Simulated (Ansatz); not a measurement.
Cost and result for the atomization energy of C3H9BS (`CCB(C)S`) (14 atoms, 13 bonds).

Cartesian coordinates in Å:
```
C 1.8730 0.3462 0.3892
C 0.6156 0.3276 -0.4647
B -0.7345 -0.2015 0.1421
C -2.0136 -0.3186 -0.7610
S -0.9249 -0.7126 1.8513
H 2.7318 0.7313 -0.1657
H 1.7495 0.9811 1.2711
H 2.1361 -0.6565 0.7377
H 0.7927 -0.2486 -1.3839
H 0.4006 1.3408 -0.8346
H -2.9400 -0.5237 -0.2215
H -1.8650 -1.1337 -1.4800
H -2.1549 0.5861 -1.3610
H 0.3334 -0.5180 2.2809
```

Total charge 0; spin multiplicity 1. All single points use the PBE0-D4/def2-TZVP geometry. It is one conformer, not always the lowest. Program: Ansatz. All runs use 4 threads of an Arm Neoverse V1 on a shared host. Times are those of one run each, without the atoms' runs, and a repeat can differ threefold. Electronic energies, without spin–orbit coupling; frozen cores. CCSD(T)/CBS adds CCSD(T) − MP2 in def2-TZVPP to the MP2 limit, and its time is that of the two runs behind it. T1 = 0.011. HSE06 is the plane-wave form, built on full-range PBE exchange.

CCSD(T)/CBS is a level of theory with its own doubt, some kJ/mol a heavy atom from the limit and from the frozen cores, so smaller differences don't rank the functionals.

```csv
level,functions,wall time,atomization (kcal/mol),difference from CCSD(T)/CBS,per bond
LDA (SPW92)/def2-TZVPP,292,1.8 s,1448.2,169.6,13.0
BLYP-D4/def2-TZVPP,292,3 s,1274.4,-4.2,-0.3
PBE-D4/def2-TZVPP (with forces),292,3.5 s,1303.2,24.6,1.9
BHLYP-D4/def2-TZVPP,292,4.5 s,1258.1,-20.5,-1.6
HSE06-D4/def2-TZVPP,292,4.5 s,1291.5,12.9,1.0
CAM-B3LYP-D4/def2-TZVPP,292,4.9 s,1286.8,8.2,0.6
r2SCAN-D4/def2-TZVPP (with forces),292,7 s,1288.6,10.0,0.8
PBE-QIDH/def2-TZVPP,292,8.5 s,1281.1,2.5,0.2
CCSD(T)/def2-SVP,119,9.5 s,1228.8,-49.8,-3.8
B97M-V/def2-TZVPP,292,12 s,1290.3,11.7,0.9
MP2/def2-QZVPP,568,37 s,1279.6,1.0,0.1
CCSD(T)/def2-TZVPP,292,5.3 min,1252.1,-26.5,-2.0
CCSD(T)/CBS(def2),–,5.9 min,1278.6,0.0,0.0
```

From BLYP to BHLYP (50 % exact exchange), in def2-TZVPP and without D4, the atomization energy moves by −9.3 kcal/mol: exact exchange takes away binding that semilocal exchange gives to molecules. In def2-TZVPP, CCSD(T) changes the Hartree–Fock value by +273.1 kcal/mol (the triples alone add +15.1 kcal/mol) and MP2 by +285.1 kcal/mol; breaking electron pairs costs correlation energy, which Hartree–Fock lacks. At CCSD(T), def2-SVP lies −49.8 kcal/mol from the extrapolated value and def2-TZVPP −26.6 kcal/mol: correlation converges slowly with the basis, and small sets miss more of it in the bonded molecule than in its fragments.
